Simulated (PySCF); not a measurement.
**Spinor energies of Pb⁻ (lead, charge -1)**

Start: [Xe] 4f14 5d10 6s2 6p3; 6p1/2 filled at m_j = -1/2, +1/2; 6p3/2 filled at m_j = +3/2. Calculated with PySCF 2.14 in x2c-TZVPall-2c with one added diffuse shell each of s, p, d, f type (12s12p10d4f, 126 functions): generalised Hartree-Fock with the X2C-1e Hamiltonian and a Gaussian nucleus; one run each with spin-orbit coupling (SO) switched off, then screened by Boettger's factors.

```tsv
spinor shell	electrons	ε, spin-free (eV)	ε, screened SO (eV)	weight of nominal j (screened SO)	rms radius, screened SO (bohr)
1s1/2	2	-88503.4	-88464.4	1.000	0.0181
2s1/2	2	-15984.7	-15972.1	1.000	0.0730
2p1/2	2	-13730.0	-15314.3	1.000	0.0617
2p3/2	4	-13730.0	-13119.9	1.000	0.0700
3s1/2	2	-3905.8	-3901.5	1.000	0.186
3p1/2	2	-3249.5	-3605.5	1.000	0.178
3p3/2	4	-3249.5	-3109.0	1.000	0.195
3d3/2	4	-2566.9	-2627.9	1.000	0.170
3d5/2	6	-2566.9	-2522.7	1.000	0.175
4s1/2	2	-919.03	-917.49	1.000	0.408
4p1/2	2	-700.29	-788.28	1.000	0.412
4p3/2	4	-700.29	-665.02	1.000	0.446
4d3/2	4	-440.93	-454.30	1.000	0.455
4d5/2	6	-440.93	-430.64	1.000	0.466
5s1/2	2	-161.12	-160.61	1.000	0.915
4f5/2	6	-153.09	-155.09	1.000	0.493
4f7/2	8	-153.09	-150.11	1.000	0.495
5p1/2	2	-98.079	-114.33	1.000	0.984
5p3/2	4	-98.079	-91.251	1.000	1.07
5d3/2	4	-23.236	-24.691	0.999	1.37
5d5/2	6	-23.236	-21.714	0.999	1.42
6s1/2	2	-9.652	-9.513	1.000	2.65
6p1/2	2	-1.449	-1.876	0.744	3.90
6p3/2	1	-1.449	-0.682	1.000	4.77
```

```csv
quantity,spin-free,screened SO
E (hartree),-20865.62090,-20903.52731
M_J,3/2,3/2
⟨J²⟩,3.760,3.789
⟨L²⟩,0.000,0.590
⟨S²⟩,3.760,3.530
```

Each row is a mean over spinors that exchange with the open shell spreads, by up to 3.591 eV (6s1/2).

Rows whose weight is well below 1 are mixtures of j = l ± 1/2: exchange outweighs spin-orbit coupling there, and the label is only the starting occupation.

Breit and QED terms are absent; they matter most for the inner s and p1/2 levels.

Densities and radii are taken from the X2C orbitals without a picture-change correction, which distorts them close to the nucleus.

Without spin-orbit coupling the j labels of p, d and f shells carry no meaning; the spin-free column gives the mean over the occupied spinors of each nl shell.
